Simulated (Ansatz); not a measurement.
Two isomers of C2H5FSi: A = `F/C=C/[SiH3]`, B = `F[SiH]1CC1`.

Calculated with Ansatz (gas phase, PBE0-D4/def2-TZVP geometries, no zero-point term in ΔE). CCSD(T)/CBS is the MP2 limit (def2-TZVPP, def2-QZVPP) plus CCSD(T) − MP2 in def2-TZVPP, frozen cores. DFT in def2-TZVPP.

Problem. Which isomer does CCSD(T)/CBS put lower? Give the gap. (An estimate is asked.)

Solution. Computed: B, by 36.9 kcal/mol.

Problem. Give E(B) − E(A) in kcal/mol with CCSD(T)/def2-SVP, LDA (SPW92), BLYP-D4, ωB97M-V, PBE0-D4, HF/def2-TZVPP, PBE-D4. (Estimate.)

Solution. The calculation gave: CCSD(T)/def2-SVP -27.8, LDA (SPW92) -37.9, BLYP-D4 -30.7, ωB97M-V -36.6, PBE0-D4 -37.0, HF/def2-TZVPP -30.6, PBE-D4 -34.8. None reverses the order clearly.

Problem. Does the order hold for the free energy at 298.15 K (harmonic terms from PBE0-D4)? (Best estimate.)

Solution. The calculation gave: Yes: G(B) − G(A) = -33.4 kcal/mol.

Largest T1 diagnostic: 0.012.

In def2-TZVPP, CCSD(T) changes the Hartree–Fock value by −4.7 kcal/mol (the triples alone add +0.3 kcal/mol) and MP2 by −9.0 kcal/mol. From PBE to PBE0 (25 % exact exchange), in def2-TZVPP and without D4, E(B) − E(A) moves by −2.3 kcal/mol.
